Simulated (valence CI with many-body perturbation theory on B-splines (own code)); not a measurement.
## E1 transitions of Kr⁴⁺

Calculated by valence CI with perturbative core correlation (CI+MBPT): four valence electrons over a frozen Dirac-Fock core [Ar] 3d10, radial functions for each j: 11 s, 11 p, 9 d, 7 f, 5 g, 2 h, 1 i, with the one-electron correlation potential Σ1, the two-electron term Σ2, the three-electron term Σ3, Breit, model QED; selected CI, second order for the rest, scaled by the run's own slope (own B-spline code, finite nucleus).

Against 35 measured levels this calculation errs by 129 cm⁻¹ on average and by 744 at most. These come from a selection out of Saloman, J. Phys. Chem. Ref. Data 36, 215 (2007). Levels without a partner in it may be off by more. Among the levels kept, up to 390 cm⁻¹ of a level comes from second order outside the variational space, and about a tenth of that is noise between levels of different J, which matters for small intervals. 4 measured levels below the end of the list, from 307667 cm⁻¹ on, found no clear computed partner, and computed levels of the same name lie up to 40129 cm⁻¹ from them.

Lines 151 to 200 of 219 in falling wavelength, among levels below 40.808 eV, chosen from the strongest by gf and those to the six lowest levels. Wavelengths and rates use the calculated energies, so an error of 100 cm⁻¹ moves a line at 525.3 Å by 0.053 % and its rate by three times that or more. Electric multipoles are in the length gauge, E1 and E2 with the static RPA response of the core. Weak lines are less certain than strong ones. Lines between different terms over intervals too small for the method are left out, as are lines whose strength nearly cancels. Where a level lies close to another of its J and parity, the split of strength between their lines is uncertain. The highest levels of a list are the least certain.

Names give the largest LS component (configuration and term), which can be under half, so a name can repeat, a term be missing and a line seem to break the LS rules; names also repeat where a configuration has a term twice.

```
λ vac (Å)  λ from measured levels          Upper        Lower   A (s⁻¹)  log gf  Branch %
    525.3                   525.5    4s4p³ ¹P°_1  4s²4p² ³P_1  2.17e+09   -0.57      15.3
    523.6                           4s4p²4d ⁵F_2  4s4p³ ⁵S°_2  1.10e+07   -2.64      26.7
    523.4                           4s²4p5p ³P_1  4s4p³ ⁵S°_2  1.10e+06   -3.87       0.0
    522.1                   521.9  4s²4p4d ³P°_2  4s²4p² ¹D_2  3.71e+09   -0.12      15.6
    522.0                           4s4p²4d ³G_4  4s4p³ ³D°_3  3.78e+08   -0.86      43.5
    519.9                           4s²4p5p ³D_3  4s4p³ ⁵S°_2  9.65e+06   -2.56       0.7
    519.6                           4s4p²4d ⁵F_3  4s4p³ ⁵S°_2  1.44e+07   -2.39       1.7
    519.4                           4s4p²4d ³P_2  4s4p³ ³D°_3  9.45e+09    0.28      50.9
    516.7                           4s²4p5p ³P_2  4s4p³ ⁵S°_2  5.55e+04   -4.95       0.0
    516.1                           4s4p²4d ³P_2  4s4p³ ³D°_2  5.19e+09    0.02      27.9
    515.7                           4s4p²4d ³P_2  4s4p³ ³D°_1  6.36e+08   -0.90       3.4
    515.2                   515.4    4s4p³ ¹P°_1  4s²4p² ³P_0  5.83e+08   -1.16       4.1
    515.1                   514.9  4s²4p4d ³P°_1  4s²4p² ¹D_2  3.65e+08   -1.36       1.3
    509.9                           4s²4p5p ³S_1  4s4p³ ⁵S°_2  4.26e+06   -3.30       0.2
    507.3                           4s²4p4f ¹F_3  4s4p³ ³D°_2  1.50e+09   -0.39      45.7
    507.2                   507.2  4s²4p4d ¹D°_2  4s²4p² ¹D_2  1.61e+10    0.49      60.3
    506.0                           4s4p²4d ³P_1  4s4p³ ³D°_2  6.63e+09   -0.12      34.8
    505.7                           4s4p²4d ³P_1  4s4p³ ³D°_1  6.83e+09   -0.10      35.9
    503.7                   503.7  4s²4p4d ¹P°_1  4s²4p² ¹S_0  1.03e+10    0.07      64.2
    502.7                   502.5  4s²4p4d ³D°_1  4s²4p² ¹D_2  7.21e+08   -1.09       2.5
    502.5                           4s²4p5p ¹D_2  4s4p³ ⁵S°_2  2.91e+05   -4.26       0.0
    501.5                           4s4p²4d ⁵D_1  4s4p³ ⁵S°_2  1.36e+08   -1.81      56.4
    500.9                   500.9  4s²4p4d ³D°_3  4s²4p² ¹D_2  8.06e+08   -0.67       2.5
    500.4                           4s4p²4d ⁵D_2  4s4p³ ⁵S°_2  3.77e+08   -1.15      85.6
    499.9                   499.7  4s²4p4d ³D°_2  4s²4p² ¹D_2  5.33e+09    0.00      18.1
    498.7                           4s4p²4d ⁵D_3  4s4p³ ⁵S°_2  5.71e+08   -0.83      96.3
    495.8                   495.7  4s²4p5s ³P°_1  4s²4p² ¹S_0  7.14e+09   -0.10      54.0
    490.9                   490.8  4s²4p4d ³P°_2  4s²4p² ³P_2  7.21e+09    0.11      30.4
    484.8                   484.6  4s²4p4d ³P°_1  4s²4p² ³P_2  2.23e+09   -0.63       8.0
    481.8                   481.7  4s²4p4d ³P°_2  4s²4p² ³P_1  1.28e+10    0.35      54.0
    479.3                           4s4p²4d ³F_2  4s4p³ ⁵S°_2  6.83e+06   -2.93       0.8
    477.8                   477.8  4s²4p4d ¹D°_2  4s²4p² ³P_2  1.38e+09   -0.63       5.2
    475.9                   475.8  4s²4p4d ³P°_1  4s²4p² ³P_1  9.57e+08   -1.01       3.4
    474.7                           4s4p²4d ³F_3  4s4p³ ⁵S°_2  7.53e+07   -1.75       9.6
    473.8                   473.6  4s²4p4d ³D°_1  4s²4p² ³P_2  7.55e+09   -0.12      26.6
    472.2                   472.2  4s²4p5s ¹P°_1  4s²4p² ¹S_0  1.09e+10    0.04      50.6
    472.2                   472.2  4s²4p4d ³D°_3  4s²4p² ³P_2  3.18e+10    0.87      97.5
    471.3                   471.2  4s²4p4d ³D°_2  4s²4p² ³P_2  1.61e+10    0.43      54.8
    469.2                   469.2  4s²4p4d ¹D°_2  4s²4p² ³P_1  9.20e+09    0.18      34.5
    468.5                   470.2  4s²4p4d ³P°_0  4s²4p² ³P_1  2.27e+10   -0.13     100.0
    467.6                   467.4  4s²4p4d ³P°_1  4s²4p² ³P_0  2.42e+10    0.38      87.2
    466.3                   466.4  4s²4p4d ¹F°_3  4s²4p² ¹D_2  3.41e+10    0.89      96.8
    465.3                   465.1  4s²4p4d ³D°_1  4s²4p² ³P_1  1.85e+10    0.26      65.2
    462.9                   462.8  4s²4p4d ³D°_2  4s²4p² ³P_1  8.00e+09    0.11      27.1
    462.0                           4s4p²4d ⁵P_3  4s4p³ ⁵S°_2  3.10e+10    0.84      99.7
    458.7                           4s4p²4d ⁵P_2  4s4p³ ⁵S°_2  3.18e+10    0.70      99.7
    458.7                   458.7  4s²4p4d ¹P°_1  4s²4p² ¹D_2  3.42e+09   -0.49      21.3
    457.3                   457.1  4s²4p4d ³D°_1  4s²4p² ³P_0  1.62e+09   -0.82       5.7
    456.8                           4s4p²4d ⁵P_1  4s4p³ ⁵S°_2  3.25e+10    0.48      99.9
    452.1                   452.1  4s²4p5s ³P°_1  4s²4p² ¹D_2  6.18e+07   -2.25       0.5
```
